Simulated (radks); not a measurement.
Question: These are the eigenvalues of the occupied orbitals of an atom or ion with whole-number occupations (hartree). Calculated with a radial shooting solver on a logarithmic mesh with Libxc functionals: Dirac Kohn-Sham, PBEsol, spin-unpolarised, spherical densities, point nucleus.

orbital  eigenvalue
1s1/2     -975.0049
2s1/2     -145.8492
2p1/2     -135.8886
2p3/2     -128.8216
3s1/2     -28.25056
3p1/2     -24.25916
3p3/2     -22.99685
3d3/2     -15.92794
3d5/2     -15.67130
4s1/2      -5.18901
4p1/2      -3.90275
4p3/2      -3.68490
4d3/2      -1.69924
4d5/2      -1.67074

Which element is it, and in what charge state? The configuration may be excited. Open shells, if any, fill j = l - 1/2 first.

Answer: Z = 48, cadmium, charge +3: Cd3+ in [Kr] 4d9. The list shows which subshells hold electrons but not how many an open one holds; the 1s level, -975 hartree, gives Z - s = 44.2 by -(Z - s)^2/2, which with screening and relativity narrows Z to a few neighbours, and the depths of the outer levels then fix element, charge and occupations together.
